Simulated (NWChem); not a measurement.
System: CuNH₄O; SMILES [OH][Cu]<-[NH3]

Input file for NWChem:

```
start job
memory heap 200 mb stack 900 mb global 1100 mb
geometry units angstroms noautosym nocenter noautoz
  Cu    -0.009754     0.146264     0.000371
  O     -0.098926     1.919218    -0.000898
  H      0.791501     2.286063     0.001458
  N     -0.044108    -1.788177     0.000136
  H      0.889051    -2.189456    -0.105293
  H     -0.612518    -2.158881    -0.763570
  H     -0.431530    -2.165319     0.866924
end
basis spherical
  * library def2-tzvp
end
dft
  xc b3lyp
  iterations 150
end
property
  efieldgrad
end
task dft property
```

Output (shortened):

```
             Northwest Computational Chemistry Package (NWChem) 7.3.0
             --------------------------------------------------------

                             Geometry "geometry" -> ""
                             -------------------------

 Output coordinates in angstroms (scale by  1.889725989 to convert to a.u.)

  No.       Tag          Charge          X              Y              Z
 ---- ---------------- ---------- -------------- -------------- --------------
    1 Cu                  29.0000    -0.00975400     0.14626400     0.00037100
    2 O                    8.0000    -0.09892600     1.91921800    -0.00089800
    3 H                    1.0000     0.79150100     2.28606300     0.00145800
    4 N                    7.0000    -0.04410800    -1.78817700     0.00013600
    5 H                    1.0000     0.88905100    -2.18945600    -0.10529300
    6 H                    1.0000    -0.61251800    -2.15888100    -0.76357000
    7 H                    1.0000    -0.43153000    -2.16531900     0.86692400

 Effective nuclear repulsion energy (a.u.)     178.2780603791

                              NWChem Property Module
                              ----------------------

  itol2e modified to match energy
  convergence criterion.

                                 NWChem DFT Module
                                 -----------------

 Summary of "ao basis" -> "ao basis" (spherical)
 ------------------------------------------------------------------------------
       Tag                 Description            Shells   Functions and Types
 ---------------- ------------------------------  ------  ---------------------
 Cu                        def2-tzvp                15       45   6s4p4d1f
 O                         def2-tzvp                11       31   5s3p2d1f
 H                         def2-tzvp                 4        6   3s1p
 N                         def2-tzvp                11       31   5s3p2d1f

  itol2e modified to match energy
  convergence criterion.

[...]

          -----------------------
          Electric field gradient
          -----------------------

 1 a.u. = 0.324123 10**(16) esu/cm**3  ( or statvolts/cm**2 ) = 0.97174 10**(22) v/m**2

 ------------------------------------------------------------
   Atom      X         Y         Z
 ------------------------------------------------------------
    1 Cu  -0.01843   0.27640   0.00070
 ------------------------------------------------------------

 Electric field gradient in molecular frame (a.u.)
         XX             YY             ZZ             XY             XZ             YZ
 ------------------------------------------------------------------------------------------
       -0.491041       0.576504      -0.085463       0.023015      -0.001063      -0.001105

 Principal components (a.u.) and orientation
 of principal axis w.r.t. absolute frame                      Asymmetry parameter eta
 --------------------------------------------------------------------------------------
        0.577002      -0.491540      -0.085463                       0.703770

        0.021545       0.999765      -0.002522
        0.999766      -0.021541       0.001757
       -0.001702       0.002559       0.999995

 ------------------------------------------------------------
   Atom      X         Y         Z
 ------------------------------------------------------------
    2 O   -0.18694   3.62680  -0.00170
 ------------------------------------------------------------

 Electric field gradient in molecular frame (a.u.)
         XX             YY             ZZ             XY             XZ             YZ
 ------------------------------------------------------------------------------------------
       -0.940137      -0.306449       1.246585      -0.669618      -0.006042      -0.000667

 Principal components (a.u.) and orientation
 of principal axis w.r.t. absolute frame                      Asymmetry parameter eta
 --------------------------------------------------------------------------------------
       -1.364100       1.246603       0.117497                       0.827730

        0.844899      -0.003032      -0.534918
        0.534922       0.000878       0.844901
        0.002092       0.999995      -0.002364

 ------------------------------------------------------------
   Atom      X         Y         Z
 ------------------------------------------------------------
    3 H    1.49572   4.32003   0.00276
 ------------------------------------------------------------

 Electric field gradient in molecular frame (a.u.)
         XX             YY             ZZ             XY             XZ             YZ
 ------------------------------------------------------------------------------------------
       -0.391363       0.124489       0.266874      -0.271314      -0.001734      -0.000703

 Principal components (a.u.) and orientation
 of principal axis w.r.t. absolute frame                      Asymmetry parameter eta
 --------------------------------------------------------------------------------------
       -0.507791       0.266878       0.240912                       0.051135

        0.918964      -0.002798      -0.394332
        0.394334       0.000396       0.918967
        0.002415       0.999996      -0.001467

 ------------------------------------------------------------
   Atom      X         Y         Z
 ------------------------------------------------------------
    4 N   -0.08335  -3.37916   0.00026
 ------------------------------------------------------------

[...]
```

Level: B3LYP/def2-TZVP. The geometry was optimised at PBE0/def2-SVP. NWChem prints the field gradient with the sign opposite to the second derivative of the potential.
